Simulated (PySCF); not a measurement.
VOCl3, SMILES [Cl][V]([Cl])([Cl])=[O], multiplicity 1. Geometry optimised at PBE-D3(BJ)/def2-SVP. The multiplicity is an assumed one; other spin states were not compared.

Calculation: PBE-D3(BJ)/def2-SVP (PySCF 2.14.0).

Harmonic wavenumbers (cm⁻¹): 123, 123, 161, 252, 252, 392, 497, 497, 1112. Rotational constants (GHz): 1.711, 1.711, 1.140; symmetry number 3.

Work out the zero-point energy and the ideal-gas rigid-rotor harmonic-oscillator thermochemistry at 298.15 K and 1 atm.

ZPE = ½ Σ hcν = ½ × 3407 cm⁻¹ = 20.38 kJ/mol. H − E(el) = 40.20 kJ/mol. Entropy in J/(mol K): translation 173.04, rotation 112.02, vibration 60.56, total 345.62. G − E(el) = -62.85 kJ/mol. Cp = 89.92 J/(mol K). Modes under 150 cm⁻¹ make the vibrational entropy uncertain.
